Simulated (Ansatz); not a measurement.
Ideal-gas functions of C$_{3}$H$_{3}$FSe (`FCC=C=[Se]`) at 800 K and 1 bar, from an Ansatz frequency run at PBE0-D4/def2-TZVP.

Molar mass 137.01 g/mol, point group Cs (symmetry number 1), electronic degeneracy 1, moments of inertia 47.976, 390.075, 434.859 u Å². Harmonic wavenumbers (cm⁻¹, unscaled): 82, 95, 346, 359, 571, 596, 761, 964, 1023, 1136, 1231, 1260, 1401, 1495, 1832, 3031, 3071, 3161.

Use S(trans) = R[1.5 ln M + 2.5 ln T − 1.1517]; rotational temperatures θ = 24.2544 K / I; S(rot) = R[ln(√π/σ · √(T³/θAθBθC)) + 1.5]; for each mode x = 1.438777 ν̃/T, S = R[x/(eˣ − 1) − ln(1 − e⁻ˣ)] and H = RT x/(eˣ − 1); 1 cm⁻¹ = 0.0119627 kJ/mol; R = 8.31446 J/(mol·K).

**Question.** By hand: the entropy, in J/(mol·K).

**Answer.** Translation 190.7. Rotation: θ = 0.5056, 0.0622, 0.0558 K, giving 127.0. Vibration, mode by mode: 24.24, 23.02, 12.39, 12.09, 8.45, 8.12, 6.33, 4.71, 4.33, 3.68, 3.22, 3.09, 2.53, 2.22, 1.37, 0.23, 0.22, 0.19, in all 120.4. Electronic 0.0. Sum 438.1 J/(mol·K).

**Question.** By hand: H − E and G − E in kJ/mol, counted from the electronic energy.

**Answer.** Zero-point energy ½ × 22415 × 0.0119627 = 134.1; thermal vibration 46.8; translation, rotation and pV give 4 RT = 26.6. H − E = 207.5 kJ/mol, and G − E = 207.5 − 800 × 438.1/1000 = -143.0 kJ/mol.

Vibration gives 27 % of the entropy, 47.3 J/(mol·K) of it from the modes under 150 cm⁻¹: soft modes count most, and the harmonic formula is weakest for them. The sum counts one conformer and one mirror image; others add a mixing term.
